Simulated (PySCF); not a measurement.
## Caesium: highly charged ions in a basis for the neutral atom

Cs(8+) [Kr] 4d10 5s1, Cs(9+) [Kr] 4d10. Calculation: PySCF 2.14, in Sapporo-DKH3-DZP-2012 (8s6p3d, 41 functions); the spin-free X2C one-electron Hamiltonian (Gaussian nucleus). No spin-orbit coupling, so a gap to NIST mixes the basis error with missing relativistic terms.

Changed run: basis of the neutral atom used for a highly charged ion. This setting is unsound on purpose.

```tsv
species	method	sound run (hartree)	changed run (hartree)	converged
Cs(8+)	UHF	not run	-7767.31117	yes
Cs(8+)	TPSS	not run	-7769.73746	yes
Cs(8+)	M06-2X	not run	-7770.78371	yes
Cs(9+)	UHF	not run	-7762.75701	yes
Cs(9+)	TPSS	not run	-7765.10739	yes
Cs(9+)	M06-2X	not run	-7766.16029	yes
```

Ionisation energy of Cs(8+):

| method | changed run (eV) | NIST (eV) |
| --- | --- | --- |
| UHF | 123.93 | 125.61 ± 0.09 |
| TPSS | 125.99 | 125.61 ± 0.09 |
| M06-2X | 125.81 | 125.61 ± 0.09 |

The contracted functions were made for the neutral atom and can be too rigid for a highly charged ion.
